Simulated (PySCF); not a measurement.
SMILES C(C)(C)(C)/C=C\O[SiH3], GFN2-xTB optimised geometry.

```
22

C      1.38    -0.79     0.00
C     -0.16    -0.79     0.00
C     -0.67    -1.52     1.25
C     -0.66    -1.51    -1.25
C     -0.67     0.63     0.00
C     -0.42     1.55     0.92
O      0.35     1.35     2.01
Si     0.71     2.27     3.30
H      1.76    -0.27    -0.88
H      1.75    -1.81    -0.01
H      1.75    -0.29     0.89
H     -0.31    -2.55     1.25
H     -1.76    -1.53     1.26
H     -0.31    -1.03     2.15
H     -0.31    -1.01    -2.15
H     -1.75    -1.52    -1.27
H     -0.31    -2.54    -1.27
H     -1.30     0.92    -0.83
H     -0.84     2.55     0.83
H     -0.49     2.56     4.08
H      1.65     1.38     3.96
H      1.31     3.54     2.87
```

Density from B3LYP/def2-SVP (PySCF 2.14.0) at that geometry.

Minimum of the electron density along straight lines between bonded atoms, close to the bond critical point (lines longer than 1.1 times the sum of covalent radii, or with two minima, are not listed):

```
bond     length / Å  ρ at the minimum / e bohr⁻³  ∇²ρ there / e bohr⁻⁵  position (fraction from the first atom)
-------  ----------  ---------------------------  --------------------  ---------------------------------------
C1–C2         1.534                        0.243                 -0.55                                     0.50
C2–C3         1.534                        0.243                 -0.55                                     0.50
C2–C4         1.531                        0.246                 -0.56                                     0.50
C2–C5         1.511                        0.253                 -0.59                                     0.49
C5–C6         1.327                        0.347                 -0.95                                     0.48
C6–O7         1.352                        0.279                 -0.09                                     0.33
O7–Si8        1.623                        0.127                  1.09                                     0.59
C1–H9         1.088                        0.277                 -1.01                                     0.62
C1–H10        1.088                        0.276                 -1.00                                     0.62
C1–H11        1.086                        0.280                 -1.05                                     0.63
C3–H12        1.088                        0.277                 -1.00                                     0.62
C3–H13        1.088                        0.277                 -1.01                                     0.62
C3–H14        1.086                        0.280                 -1.04                                     0.63
C4–H15        1.088                        0.277                 -1.01                                     0.62
C4–H16        1.088                        0.277                 -1.01                                     0.62
C4–H17        1.088                        0.277                 -1.01                                     0.62
C5–H18        1.079                        0.282                 -1.05                                     0.63
C6–H19        1.085                        0.286                 -1.10                                     0.63
Si8–H20       1.465                        0.119                  0.32                                     0.49
Si8–H21       1.454                        0.121                  0.34                                     0.49
Si8–H22       1.465                        0.119                  0.32                                     0.49
```
